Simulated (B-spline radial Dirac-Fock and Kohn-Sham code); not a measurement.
# Satellites and hypersatellites of the K lines of Sr³⁺

System: Sr³⁺ in the configuration [Ar] 3d10 4s2 4p5.

These are calculated numbers from a radial atomic solver; the model is Dirac-Fock ΔSCF + Breit + QED. Each two-hole energy is an average over J within one jj subconfiguration, not an observable level; in light atoms, where LS coupling holds, the j-resolved values are not observed lines, and for a K spectator the Kα1 hypersatellite is nearly forbidden. Correlation energy is missing from these numbers.

Lines without a spectator: Kα2 (K-L2) 14096.7 eV, Kβ3 (K-M2) 15822.8 eV. Shifts in eV with one spectator hole (a dash: not computed, or left out as unreliable):

```csv
spectator hole,Kα2,Kβ3
K (1s),+415.7,+525.1
L2 (2p1/2),+42.3,–
M2 (3p1/2),–,+11.08
M4 (3d3/2),-0.09,–
M5 (3d5/2),-1.95,–
```

Run: 38 s of CPU time on 1 thread of Intel(R) Xeon(R) Platinum 8559C (shared host), peak memory 0.42 GiB.
